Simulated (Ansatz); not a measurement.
`C[SiH]([AlH2])[GaH2]` and `C[SiH]([AlH2])[SbH2]` differ in one atom or group.

Ansatz, PBE0-D4/def2-TZVP geometries, multiplicity 1. 

Elements past krypton have def2 core potentials. Scalar relativity is left out up to krypton. Spin–orbit coupling is left out; it splits and shifts lone-pair levels of the heavy atoms by tenths of an eV.

```
                                      property  `C[SiH]([AlH2])[GaH2]`
         HOMO energy (ωB97M-V/def2-TZVPP) / eV                   -8.73
            LUMO energy (PBE0/def2-TZVPP) / eV                   -2.44
             LUMO energy (PBE/def2-TZVPP) / eV                   -3.16
size of the dipole moment (PBE/def2-TZVPP) / D                    1.22
             HOMO energy (PBE/def2-TZVPP) / eV                   -5.88
            HOMO energy (PBE0/def2-TZVPP) / eV                   -6.83
```

Q: What does the change do to each property? (An estimate is asked.)

A: Ansatz gave: 
```tsv
property	`C[SiH]([AlH2])[SbH2]`	shift
HOMO energy (ωB97M-V/def2-TZVPP) / eV	-8.26	0.47
LUMO energy (PBE0/def2-TZVPP) / eV	-1.29	1.15
LUMO energy (PBE/def2-TZVPP) / eV	-2.04	1.12
size of the dipole moment (PBE/def2-TZVPP) / D	2.06	0.84
HOMO energy (PBE/def2-TZVPP) / eV	-5.52	0.36
HOMO energy (PBE0/def2-TZVPP) / eV	-6.42	0.41
```

With PBE0 the HOMO rises by 0.41 eV and the LUMO rises by 1.15 eV, so the gap widens by about 0.74 eV. PBE moves the HOMO by 0.36 eV and ωB97M-V by 0.47 eV. Dipoles are sizes alone; their direction can turn.

Positive LUMOs are unbound, so they and the gaps depend on the basis.
